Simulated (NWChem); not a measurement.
# Ionisation of C2H6N

SMILES: C[CH]N
```xyz
9

C     -1.2399     0.2149     0.0698
C      0.0501    -0.5210     0.0897
N      1.2172     0.1945    -0.1718
H     -2.0677    -0.4328     0.3935
H     -1.2216     1.0873     0.7492
H     -1.5023     0.6077    -0.9357
H      0.0718    -1.5665    -0.2351
H      1.2631     1.1022     0.2840
H      2.0750    -0.3227    -0.0099
```
Charge 0, spin multiplicity 2.

All runs are NWChem calculations. All single points use one geometry, from UPBE0/def2-SVP, a minimum by its harmonic frequencies. It is one conformer; others weren't searched.

Basis set: def2-TZVP. The species with one electron less has spin multiplicity 1 and keeps the geometry of the parent. Δ marks differences of total energies (open shells unrestricted). −ε marks an orbital energy of the parent. That orbital need not have the symmetry of the hole or added electron in the Δ rows. That singlet is a closed-shell solution.

B3LYP has NWChem's definition, with VWN1-RPA local correlation. The structure started from a generated list of species. No SCF solution was tested for a lower state.

Problem. One of these methods gave a first vertical ionisation energy of 3.91 eV. Which?
(A) −ε(alpha HOMO) of BHandHLYP
(B) ΔBHandHLYP
(C) G0W0@PBE0
(D) −ε(alpha HOMO) of B3LYP

Solution. D, −ε(alpha HOMO) of B3LYP. The others give 5.42 (−ε(alpha HOMO) of BHandHLYP), 6.61 (ΔBHandHLYP), 6.25 (G0W0@PBE0).
